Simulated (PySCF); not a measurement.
Pb: excitation energy

Pb [Xe] 4f14 5d10 6s2 6p2 (3P) → Pb [Xe] 4f14 5d10 6s1 6p3 (5S), as a difference of total energies. Calculation: PySCF 2.14, in x2c-TZVPPall; the spin-free X2C one-electron Hamiltonian (Gaussian nucleus). Correlated levels: valence and next inner shell: [Kr] 4d10 4f14 frozen. The calculations carry no spin-orbit coupling.

```tsv
method	excitation energy (eV)
UHF	4.690
MP2 (valence and next inner shell)	6.393
SCS-MP2 (valence and next inner shell)	6.520
CCSD (valence and next inner shell)	6.112
CCSD(T) (valence and next inner shell)	6.186
```

How much does correlation contribute at CCSD(T) (valence and next inner shell)?

6.186 − (4.690) = 1.496 eV, measured against UHF.

Spin-orbit coupling is strong in these open shells (close to jj coupling). The scalar numbers leave it out and a first-order estimate fails, so it can dominate the gap to the real levels.
